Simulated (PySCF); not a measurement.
Br₃Ga, charge -1, doublet, at a GFN2-xTB geometry (such geometries of metal compounds can be far from the true shape) (a state made from the parent by changing its charge; the spin is typed, not shown lowest); SCAN/STO-3G run with PySCF.

The PySCF input:
```python
from pyscf import gto, scf, dft

mol = gto.M(
    atom='''
Ga   -0.19915779   -0.53775675   -0.36201207
Br    2.27742173   -0.19757029   -0.58435025
Br   -0.74055866   -0.86453164    2.06671403
Br   -1.36046617    1.53840077   -1.16172452
''',
    basis='sto-3g',
    charge=-1,
    spin=1,
    verbose=4,
)

mf = dft.UKS(mol)
mf.xc = 'scan'
mf.kernel()
```

The log (banner, timings and long lists left out):

```
PySCF version 2.14.0

[INPUT] verbose = 4
[INPUT] num. atoms = 4
[INPUT] num. electrons = 137
[INPUT] charge = -1
[INPUT] spin (= nelec alpha-beta = 2S) = 1
[INPUT] symmetry False subgroup None
[INPUT] Mole.unit = angstrom
[INPUT] Symbol           X                Y                Z      unit          X                Y                Z       unit  Magmom
[INPUT]  1 Ga    -0.199157790000  -0.537756750000  -0.362012070000 AA   -0.376353678674  -1.016212979136  -0.684103666087 Bohr   0.0
[INPUT]  2 Br     2.277421730000  -0.197570290000  -0.584350250000 AA    4.303703339833  -0.373353738451  -1.104261933321 Bohr   0.0
[INPUT]  3 Br    -0.740558660000  -0.864531640000   2.066714030000 AA   -1.399453046575  -1.633728025621   3.905523494496 Bohr   0.0
[INPUT]  4 Br    -1.360466170000   1.538400770000  -1.161724520000 AA   -2.570908463036   2.907156125120  -2.195341174992 Bohr   0.0

nuclear repulsion = 1163.91008855638
number of shells = 32
number of NR pGTOs = 216
number of NR cGTOs = 72
basis = sto-3g
ecp = {}

******** <class 'pyscf.dft.uks.UKS'> ********
method = UKS
initial guess = minao
damping factor = 0
level_shift factor = 0
DIIS = <class 'pyscf.scf.diis.CDIIS'>
diis_start_cycle = 1
diis_space = 8
diis_damp = 0
SCF conv_tol = 1e-09
SCF conv_tol_grad = None
SCF max_cycles = 50
direct_scf = True
direct_scf_tol = 1e-13
number electrons alpha = 69  beta = 68
XC library pyscf.dft.libxc version 7.1.2
    S. Lehtola, C. Steigemann, M. J. T. Oliveira, and M. A. L. Marques,  SoftwareX 7, 1–5 (2018)
XC functionals = scan
    J. Sun, A. Ruzsinszky, and J. P. Perdew,  Phys. Rev. Lett. 115, 036402 (2015)
    J. Sun, A. Ruzsinszky, and J. P. Perdew,  Phys. Rev. Lett. 115, 036402 (2015)
radial grids:
    Treutler-Ahlrichs [JCP 102, 346 (1995); DOI:10.1063/1.469408] (M4) radial grids

becke partition: Becke, JCP 88, 2547 (1988); DOI:10.1063/1.454033
pruning grids: <function nwchem_prune>
grids dens level: 3
symmetrized grids: False
atomic radii adjust function: <function treutler_atomic_radii_adjust>
small_rho_cutoff = 0
Set gradient conv threshold to 3.16228e-05
tot grids = 82176
init E= -9528.55688682715

cycle= 1 E= -9541.13994825912  delta_E= -12.6  |g|= 0.254  |ddm|= 1.85

cycle= 2 E= -9524.39964287137  delta_E= 16.7  |g|=  1.1  |ddm|= 5.48
cycle= 3 E= -9540.944883346  delta_E= -16.5  |g|= 0.476  |ddm|= 5.67
cycle= 4 E= -9541.0317537262  delta_E= -0.0869  |g|= 0.399  |ddm|= 0.242
cycle= 5 E= -9540.99476813055  delta_E= 0.037  |g|= 0.434  |ddm|= 0.119
cycle= 6 E= -9541.00144288194  delta_E= -0.00667  |g|= 0.43  |ddm|= 0.0251
cycle= 7 E= -9540.9662470576  delta_E= 0.0352  |g|= 0.454  |ddm|= 0.113
cycle= 8 E= -9540.9557377188  delta_E= 0.0105  |g|= 0.462  |ddm|= 0.167
cycle= 9 E= -9540.91661752396  delta_E= 0.0391  |g|= 0.49  |ddm|= 0.258
cycle= 10 E= -9540.85248264451  delta_E= 0.0641  |g|= 0.539  |ddm|= 0.369

cycle= 11 E= -9524.50741405942  delta_E= 16.3  |g|= 1.05  |ddm|= 5.66
cycle= 12 E= -9540.73215648248  delta_E= -16.2  |g|= 0.619  |ddm|= 5.65
cycle= 13 E= -9540.64973394862  delta_E= 0.0824  |g|= 0.666  |ddm|= 0.184
cycle= 14 E= -9540.64148202178  delta_E= 0.00825  |g|= 0.674  |ddm|= 0.116
cycle= 15 E= -9540.65808045695  delta_E= -0.0166  |g|= 0.665  |ddm|= 0.031
cycle= 16 E= -9540.62535993796  delta_E= 0.0327  |g|= 0.682  |ddm|= 0.0785
cycle= 17 E= -9540.63141338557  delta_E= -0.00605  |g|= 0.681  |ddm|= 0.293
cycle= 18 E= -9540.57138483939  delta_E= 0.06  |g|= 0.706  |ddm|= 0.433
cycle= 19 E= -9540.56374023521  delta_E= 0.00764  |g|= 0.708  |ddm|= 0.289

cycle= 20 E= -9524.49103899356  delta_E= 16.1  |g|= 1.05  |ddm|= 5.63
cycle= 21 E= -9540.61883857721  delta_E= -16.1  |g|= 0.68  |ddm|= 5.64
cycle= 22 E= -9540.73484469398  delta_E= -0.116  |g|= 0.608  |ddm|= 0.234
cycle= 23 E= -9540.73156094472  delta_E= 0.00328  |g|= 0.619  |ddm|= 0.225
cycle= 24 E= -9540.80521454406  delta_E= -0.0737  |g|= 0.57  |ddm|= 0.16
cycle= 25 E= -9540.71265958497  delta_E= 0.0926  |g|= 0.629  |ddm|= 0.211
cycle= 26 E= -9540.7201027524  delta_E= -0.00744  |g|= 0.624  |ddm|= 0.121
cycle= 27 E= -9540.72529706995  delta_E= -0.00519  |g|= 0.621  |ddm|= 0.202
cycle= 28 E= -9540.73352373153  delta_E= -0.00823  |g|= 0.615  |ddm|= 0.0958

cycle= 29 E= -9524.48171766141  delta_E= 16.3  |g|= 1.03  |ddm|= 5.64
cycle= 30 E= -9540.74202643462  delta_E= -16.3  |g|= 0.612  |ddm|= 5.64
cycle= 31 E= -9540.77662874702  delta_E= -0.0346  |g|= 0.582  |ddm|= 0.291
cycle= 32 E= -9540.77464350284  delta_E= 0.00199  |g|= 0.588  |ddm|= 0.177
cycle= 33 E= -9540.73039415377  delta_E= 0.0442  |g|= 0.614  |ddm|= 0.252
cycle= 34 E= -9540.49465360812  delta_E= 0.236  |g|= 0.749  |ddm|= 0.56
cycle= 35 E= -9540.50494973158  delta_E= -0.0103  |g|= 0.749  |ddm|= 0.34
cycle= 36 E= -9540.50748917608  delta_E= -0.00254  |g|= 0.744  |ddm|= 0.562
cycle= 37 E= -9540.53981051784  delta_E= -0.0323  |g|= 0.726  |ddm|= 0.193

cycle= 38 E= -9524.46503971517  delta_E= 16.1  |g|= 1.01  |ddm|= 5.61
cycle= 39 E= -9540.59550181381  delta_E= -16.1  |g|= 0.697  |ddm|= 5.62
cycle= 40 E= -9540.62567401702  delta_E= -0.0302  |g|= 0.675  |ddm|= 0.722
cycle= 41 E= -9540.74777050443  delta_E= -0.122  |g|= 0.606  |ddm|= 0.897
cycle= 42 E= -9540.75511050682  delta_E= -0.00734  |g|= 0.602  |ddm|= 0.228
cycle= 43 E= -9540.70499362603  delta_E= 0.0501  |g|= 0.637  |ddm|= 0.39
cycle= 44 E= -9540.61691997425  delta_E= 0.0881  |g|= 0.688  |ddm|= 0.199
cycle= 45 E= -9540.64176075556  delta_E= -0.0248  |g|= 0.671  |ddm|= 0.358
cycle= 46 E= -9540.61387677924  delta_E= 0.0279  |g|= 0.684  |ddm|= 0.201

cycle= 47 E= -9524.46829824657  delta_E= 16.1  |g|= 0.993  |ddm|= 5.64
cycle= 48 E= -9540.57553379222  delta_E= -16.1  |g|= 0.704  |ddm|= 5.64
cycle= 49 E= -9540.58286603293  delta_E= -0.00733  |g|= 0.697  |ddm|= 0.302
cycle= 50 E= -9540.57489834336  delta_E= 0.00797  |g|= 0.702  |ddm|= 0.303
SCF not converged.
SCF energy = -9540.57489834336 after 50 cycles  <S^2> = 0.75646767  2S+1 = 2.0064572
```

Convergence was not reached.
